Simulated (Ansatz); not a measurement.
A CCSD(T) single point on `F[Si](F)(Cl)S[SiH2]Cl`.

```yaml
crystal:
  periodic: [false, false, false]
  atoms:
    - {symbol: F, position_ang: [-1.255710, 0.054503, -1.439942]}
    - {symbol: Si, position_ang: [-1.535875, 0.289123, 0.096074]}
    - {symbol: F, position_ang: [-1.534729, 1.848654, 0.314950]}
    - {symbol: Cl, position_ang: [-3.369391, -0.407642, 0.558110]}
    - {symbol: S, position_ang: [-0.096899, -0.670300, 1.282094]}
    - {symbol: Si, position_ang: [1.621183, -0.450174, 0.020646]}
    - {symbol: Cl, position_ang: [2.019400, 1.511228, -0.389705]}
    - {symbol: H, position_ang: [1.427015, -1.154065, -1.261102]}
    - {symbol: H, position_ang: [2.725006, -1.021326, 0.818885]}
basis:
  gaussian: {orbitals: def2-TZVPP}
correlation: {method: ccsd_t}
```

```sh
$ ansatz run in.yaml --threads 2 --pin off --events-out ev --progress --plain --max-ram 32768MiB --backend cuda --devices 0, --max-vram 18GiB
```

Output of Ansatz, abridged:

```
Functional definition: HF
1806 factors; integrals over basis functions are off by at most 9.5e-4 eV
mean field evaluation 1: about -57001.4884 eV, gradient 4.0e1 eV
mean field evaluation 2: about -57001.9283 eV, gradient 4.1e1 eV
mean field evaluation 4: about -57005.2376 eV, gradient 3.0e0 eV
mean field evaluation 8: about -57005.3037 eV, gradient 3.1e-1 eV
mean field -57005.30413068 eV, -2094.9062872196 hartree, gradient 8.3e-6 eV, S^2 0.000000; 0 other end points of the search recorded, 0 dependent functions left out
27 core orbitals not correlated: weight in the atoms' cores, before any rotation towards them, 1.000 or more for the frozen orbitals, at most 0.000 for the correlated occupied ones
reference -57005.30413068 eV, -2094.9062872196 hartree; 22, 22 occupied and 251, 251 virtual orbitals, 1806 factors
second order -34.72234351 eV of doubles, -0.00000000 eV of singles
cycle   1  -35.40835713 eV  change   -6.9e-1 eV  update   1.2e-1
cycle   2  -36.14220490 eV  change   -7.3e-1 eV  update   3.4e-2
cycle   3  -36.30717543 eV  change   -1.6e-1 eV  update   1.7e-2
cycle   4  -36.28962201 eV  change    1.8e-2 eV  update   3.6e-3
cycle   5  -36.28569805 eV  change    3.9e-3 eV  update   1.5e-3
cycle   6  -36.28633025 eV  change   -6.3e-4 eV  update   4.3e-4
cycle   7  -36.28603510 eV  change    3.0e-4 eV  update   1.4e-4
cycle   8  -36.28596185 eV  change    7.3e-5 eV  update   4.2e-5
cycle   9  -36.28598438 eV  change   -2.3e-5 eV  update   1.8e-5
perturbative correction -1.40932318 eV, -0.0517916714 hartree
Total energy: -57042.99943824 eV, -2096.2915642215 hartree
```

Run time 15 s (2 threads of an AMD EPYC 7R13 on a shared host and a share of an NVIDIA H100 80 GB); peak host memory 0.84 GiB.

The correlation energy is -37.695 eV, 3.7 % of it from (T); the T1 diagnostic reads 0.0110.
